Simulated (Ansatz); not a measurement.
CrF₃, relaxed as a quartet with UKS r2SCAN-D4/def2-TZVP in Ansatz, starting from the GFN2-xTB geometry. Force threshold 0.02 eV/Å.

Start:

| atom | x (Å) | y (Å) | z (Å) |
| --- | --- | --- | --- |
| Cr1 | 0.000 | -0.001 | 0.000 |
| F2 | 0.488 | 0.483 | 1.566 |
| F3 | -1.621 | -0.463 | -0.286 |
| F4 | 1.133 | -0.019 | -1.281 |

(1) Estimate the energy that the relaxation releases and the steps that it takes.

(2) Does the start keep its bonding and symmetry?

(3) Predict the relaxed structure.

Answers

(1) 0.3 kcal/mol, in 4 steps; 8.5 s on 4 threads of Arm Neoverse V1 on a shared host. The force fell under the threshold at step 3, but the optimiser went on. No frequencies were taken in this run, so the end may be a saddle point.

(2) By distances, no bond broke or formed. The bond that changes most is Cr1–F4, from 1.71 to 1.73 Å (atoms count from 1). Point group D3h at the start, D3h at the end, both within 0.05 Å.

(3) 
Cartesian coordinates in Å:
```
Cr 0.002 -0.009 0.002
F 0.492 0.490 1.580
F -1.636 -0.464 -0.289
F 1.142 -0.016 -1.293
```
Bond lengths: 3 × Cr–F 1.73 Å.
